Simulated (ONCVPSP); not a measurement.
# Re (Z = 75): variants of one ONCV potential

Base potential:

| Item | Value |
| --- | --- |
| Element | Re (Z = 75) |
| Generator | ONCVPSP 4.0.1 |
| Type | optimised norm-conserving Vanderbilt (ONCV) |
| Functional | PBE |
| Relativity | fully relativistic |
| Frozen core | [Kr] 4d10 4f14 |
| Valence charge | 15 |
| Reference configuration | 5s2 5p6 5d5 6s2 |
| Partial waves | 5s+6s: rc 1.75 bohr, ncon 4, nbas 8, qcut 8.3 1/bohr, 3 projectors, debl 2.5 Ha; 5p: rc 1.45 bohr, ncon 3, nbas 6, qcut 8.5 1/bohr, 2 projectors, debl 3.6 Ha; 5d: rc 1.80 bohr, ncon 4, nbas 9, qcut 5.2 1/bohr, 2 projectors, debl 2.6 Ha |
| Local potential | polynomial inside 1.00 bohr (lpopt 4, dvloc0 2 Ha) |
| Core correction | Teter function, fcfact 3.75, rcfact 1.3 |

Open shells are filled in proportion to 2j + 1.

All-electron outer shells of the reference configuration (PBE, scalar-relativistic, ld1.x):

```csv
shell,level (eV),outermost node (bohr),outermost maximum (bohr)
5s,-85.25,0.52,0.93
5p,-47.01,0.56,1.06
4f,-42.31,–,0.41
6s,-5.94,1.24,2.57
5d,-5.37,0.62,1.41
```

Cutoffs, loose and tight: the cutoffs (Ha) at which the residual kinetic energy of the hardest occupied pseudo-wave falls to 1 and 0.1 mHa per electron. They do not see the model core or the augmentation charge, which bear on the density cutoff. Test errors are all-electron minus pseudo excitation energies from the reference, over the configurations 5s2 5p6 5d5 6s1; 5s2 5p6 5d5 6s0; 5s2 5p6 5d4 6s0; 5s2 5p6 5d5 6s1.5. A dash means not determined; rows that change the core or the reference have their own tests.

```csv
change,outcome,"cutoff, loose","cutoff, tight",bound ghosts,GHOST(+) flags above zero,largest test error (meV)
base,generated,27 Ha,79 Ha,none,"s, d3/2",+5.5
"core correction Teter function, fcfact 3.75, rcfact 1.14",generated,27 Ha,79 Ha,none,"s, d3/2",+6.8
p: qcut 5,generated,30 Ha,79 Ha,none,"s, d3/2",+6.4
```

**Question.** What comes out with this change to the base: reference 5s2 5p6 5d5 6s1?

**Answer.** outcome: generated; cutoff, loose: 27 Ha; cutoff, tight: 80 Ha; bound ghosts: none; GHOST(+) flags above zero: s, d3/2; largest test error (meV): +4.3.

**Question.** What comes out with this change to the base: s: qcut 6.5?

**Answer.** outcome: generated; cutoff, loose: 27 Ha; cutoff, tight: 79 Ha; bound ghosts: none; GHOST(+) flags above zero: s, d3/2; largest test error (meV): -2.7.

**Question.** What comes out with this change to the base: all radii but the core radius scaled by about 1.07 (s 1.88, p 1.56, d 1.92 bohr); local potential polynomial inside 1.08 bohr (lpopt 4, dvloc0 2 Ha)?

**Answer.** outcome: generated; cutoff, loose: 25 Ha; cutoff, tight: 67 Ha; bound ghosts: none; GHOST(+) flags above zero: s, d5/2, d3/2; largest test error (meV): +4.1.
